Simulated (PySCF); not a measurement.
## A run with a changed setting

The sound run of [Tm(P5)2]+ (singlet in the valence; each metal's 4f electrons, 12 of them, lie in its core potential, out of spins and levels) uses PySCF 2.14.0, RKS B3LYP, Tm lcecp-1-SVP with ECP58, P def2-SVP; non-relativistic Hamiltonian with scalar-relativistic core potentials where named; density fitting; no spin-orbit coupling, grid (50, 194), threshold 1e-8 and 55 cycles at the relaxed geometry. This run, with dm0 from free metal ions and neutral atoms, differs:

```python
mol = gto.M(atom='''
Tm     0.00000     0.00000     0.00000
P     -0.00000     1.83080     2.41226
P     -1.74120     0.56574     2.41226
P     -1.07612    -1.48115     2.41226
P      1.07612    -1.48115     2.41226
P      1.74120     0.56575     2.41226
P      0.00000    -1.83080    -2.41226
P     -1.74120    -0.56575    -2.41226
P     -1.07612     1.48115    -2.41226
P      1.07612     1.48115    -2.41226
P      1.74120    -0.56574    -2.41226''',
    basis={'Tm': 'lcecp-1-SVP', 'P': 'def2-SVP'},
    ecp={'Tm': 'lcecp-1-SVP'},
    charge=1, spin=0)
mf = dft.RKS(mol, xc='B3LYP')
mf.grids.atom_grid = (15, 26)  # f atoms: unpruned
mf = mf.density_fit()  # fitting sets: Tm AutoAux, P def2-universal-JKFIT
mf.conv_tol = 1e-08; mf.max_cycle = 55
mf.kernel(dm0)
mf.nuc_grad_method().kernel()
```

Question: What was changed, and how did it end?

Answer: The integration grid was changed. It converged in 9 cycles, 11.545 eV from the sound run, largest force component 0.61 eV/Å. These settings are unsound on purpose: the numbers aren't the compound's.
```
init E= -3453.50765350363
cycle= 1 E= -3450.89375678098  delta_E= 2.61  |g|= 0.498  |ddm|= 5.12
cycle= 2 E= -3450.70600465937  delta_E= 0.188  |g|= 0.849  |ddm|= 2.26
cycle= 3 E= -3450.97621973558  delta_E= -0.27  |g|= 0.0784  |ddm|= 1.52
cycle= 4 E= -3450.9781908343  delta_E= -0.00197  |g|= 0.0331  |ddm|= 0.178
cycle= 5 E= -3450.97841861975  delta_E= -0.000228  |g|= 0.0224  |ddm|= 0.0878
...
cycle= 7 E= -3450.97863354185  delta_E= -4.03e-06  |g|= 0.000883  |ddm|= 0.00715
cycle= 8 E= -3450.97863382942  delta_E= -2.88e-07  |g|= 0.000166  |ddm|= 0.00197
cycle= 9 E= -3450.97863383685  delta_E= -7.43e-09  |g|= 9.88e-05  |ddm|= 0.000418
Extra cycle  E= -3450.97863382895  delta_E= 7.9e-09  |g|= 0.000176  |ddm|= 0.000437
converged SCF energy = -3450.97863382895
```

Run from Python with OMP_NUM_THREADS=4; the lines above give its settings. Where DIIS fails, smearing, a level shift and second-order steps follow.
It took 12 s on 4 threads of Intel(R) Xeon(R) 6975P-C (Granite Rapids), on a shared host.

No frequency check is given that shows the relaxed geometry to be a minimum. An lcecp potential fixes the number of 4f electrons, so in runs with it no electron can move into or out of that shell.
